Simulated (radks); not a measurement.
Values are calculated unless marked as measured or tabulated.
Task: Successive ionisation energies (eV) of one element, from differences of total energies of ions in their ground configurations, starting at charge 22: 691.57, 729.34, 767.48, 913.56, 951.59, 989.05, 1039.7, 1079.0, 1117.7, 1216.4, 1260.4, 2262.5, 2357.8, 2454.2, 2551.5, 2649.6, 2779.2, 2882.3, 2986.4, 3091.4, 3197.1, 3491.6. Code: a radial shooting solver on a logarithmic mesh with Libxc functionals. Model: non-relativistic Kohn-Sham, TPSS, spin-polarised, spherical densities, point nucleus; open shells are filled with parallel spins first (spin-orbit coupling, left out, can overturn this in heavy ions); meta-GGA in the generalised Kohn-Sham scheme; relativity is left out, which matters for an element this heavy. Which element is it?

Result: Promethium (Z = 61). The first species listed is Pm22+ in [Kr] 4d3, the last Pm43+ in [Ar].
